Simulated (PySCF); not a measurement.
Peak assignment

Geometry:
| atom | x (Å) | y (Å) | z (Å) |
| --- | --- | --- | --- |
| Si1 | 0.476 | 0.007 | 0.332 |
| C2 | 0.486 | -0.019 | 2.222 |
| C3 | 1.201 | -1.233 | 2.807 |
| H4 | -0.564 | 0.011 | 2.560 |
| H5 | 0.948 | 0.913 | 2.591 |
| H6 | 1.170 | -1.241 | 3.907 |
| H7 | 0.746 | -2.173 | 2.457 |
| H8 | 2.263 | -1.259 | 2.512 |
| C9 | 2.244 | 0.041 | -0.332 |
| C10 | 3.036 | 1.268 | 0.111 |
| H11 | 2.187 | -0.005 | -1.433 |
| H12 | 2.761 | -0.883 | -0.017 |
| H13 | 4.052 | 1.280 | -0.315 |
| H14 | 2.538 | 2.201 | -0.199 |
| H15 | 3.144 | 1.307 | 1.207 |
| C16 | -0.452 | 1.529 | -0.284 |
| C17 | -0.589 | 2.687 | 0.497 |
| C18 | -1.236 | 3.819 | 0.004 |
| C19 | -1.761 | 3.815 | -1.287 |
| C20 | -1.636 | 2.674 | -2.080 |
| C21 | -0.990 | 1.546 | -1.581 |
| H22 | -0.187 | 2.710 | 1.514 |
| H23 | -1.333 | 4.709 | 0.631 |
| H24 | -2.270 | 4.701 | -1.675 |
| H25 | -2.049 | 2.664 | -3.093 |
| H26 | -0.910 | 0.654 | -2.210 |
| C27 | -0.416 | -1.529 | -0.302 |
| C28 | 0.277 | -2.629 | -0.831 |
| C29 | -0.401 | -3.772 | -1.255 |
| C30 | -1.789 | -3.837 | -1.156 |
| C31 | -2.497 | -2.754 | -0.633 |
| C32 | -1.816 | -1.614 | -0.213 |
| H33 | 1.366 | -2.596 | -0.919 |
| H34 | 0.159 | -4.616 | -1.666 |
| H35 | -2.322 | -4.732 | -1.488 |
| H36 | -3.586 | -2.799 | -0.557 |
| H37 | -2.385 | -0.768 | 0.184 |

PySCF 2.14.0 with density-fitted response routines calculation with PBE0-D3(BJ)/def2-SVP structure and shielding tensors at KT2/pcSseg-1 (GIAO); non-relativistic, gas phase, one computed conformer, fast rotation and ring inversion assumed for equivalent nuclei.

δ = σ(ref) − σ, references computed at the same level: TMS for ¹³C (σref 183.22), ¹H (σref 31.18).

(1) Assign these signals to the numbered atoms. ¹³C{¹H} NMR (computed): δ 131.3 (C), 130.7 (CH), 124.4 (CH), 122.8 (CH), 8.8 (CH3), 6.5 (CH2).

(2) Assign these signals to the numbered atoms. ¹H NMR (400 MHz, computed): δ 7.30 (d, 4H), 7.16 (m, 2H), 7.13 (m, 4H), 1.06 (m, 4H), 0.97 (m, 6H).

Answers

(1) 
```tsv
δ (ppm)	atoms	environment	reason
131.3	C16/C27	carbon bonded to 2 C, Si	–
130.7	C17/C21/C28/C32	carbon bonded to 2 C, H	–
124.4	C19/C30	carbon bonded to 2 C, H	–
122.8	C18/C20/C29/C31	carbon bonded to 2 C, H	–
8.8	C3/C10	carbon bonded to C, 3 H	–
6.5	C2/C9	carbon bonded to C, Si, 2 H	–
```

C16/C27 and C17/C21/C28/C32; C19/C30 and C18/C20/C29/C31 lie closer than the usual error of such a calculation, so a measured spectrum could show them in the other order.

(2) 
7.30 → H22/H26/H33/H37, hydrogen on a carbon bonded to 2 C
7.16 → H24/H35, hydrogen on a carbon bonded to 2 C
7.13 → H23/H25/H34/H36, hydrogen on a carbon bonded to 2 C
1.06 → H4/H5/H11/H12, hydrogen on a carbon bonded to C, Si
0.97 → H6/H7/H8/H13/H14/H15, hydrogen on a carbon bonded to C

H24/H35 and H23/H25/H34/H36; H4/H5/H11/H12 and H6/H7/H8/H13/H14/H15 lie closer than the usual error of such a calculation, so a measured spectrum could show them in the other order.

Shifts are as computed. Against solution values, carbons near 30 ppm lie about +2 ppm off and those near 130 ppm about -5 ppm (rms about the fit 1.2 ppm; single classes can miss by 10 ppm). Of 1328 compounds with measured shifts, 309 miss one by over three times the rms of a fit or turn the order of signals round; such compounds aren't used in these exercises. Signals without a measured value on file couldn't be tested in this way. No couplings were computed; multiplicities are counted from neighbouring protons, with m where these are inequivalent, close in shift, in a saturated or five-membered ring or joined by F or P, and br s for small geminal =CH2 splittings.
